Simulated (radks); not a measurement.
Values are calculated unless marked as measured or tabulated.
All-electron atom: Pr41+ in [Ar] (the NIST ground configuration).

Code: a radial shooting solver on a logarithmic mesh with Libxc functionals. Model: scalar-relativistic Kohn-Sham, LDA (Slater exchange, VWN5 correlation), spin-polarised, spherical densities, finite nucleus; Fermi nuclear charge, rms radius 4.8919 fm.

Energy parts (eV):
part                      energy
total                 -212386.89
kinetic                227690.22
electron-nucleus      -467098.28
Hartree                 30462.79
exchange-correlation    -3441.62

Orbitals (lengths in bohr, moments of r in powers of bohr; r(max) is where P^2 peaks; r(90%) holds 90 % of the orbital's charge):
orbital  occ.  eigenvalue (eV)  <1/r>      <r^4>  r(90%)   r(max)
1s          2        -44185.80  64.62  1.649e-06  0.0435  0.01543
2s          2        -9074.254  15.06  0.0002566   0.158  0.08697
2p          6        -8387.750  14.22  0.0001860   0.145  0.06997
3s          2        -3435.535  5.989   0.007545   0.365   0.2366
3p          6        -3223.000  5.718   0.007246   0.362   0.2288

The highest occupied level is 3p at -3223.0 eV. Summed over all electrons, <r^2> = 0.6428 bohr^2, which gives a Langevin (diamagnetic) susceptibility term of -0.509 x 10^-6 cm^3/mol. The electron density at the nucleus is 4.322e+05 e/bohr^3 (large components only).
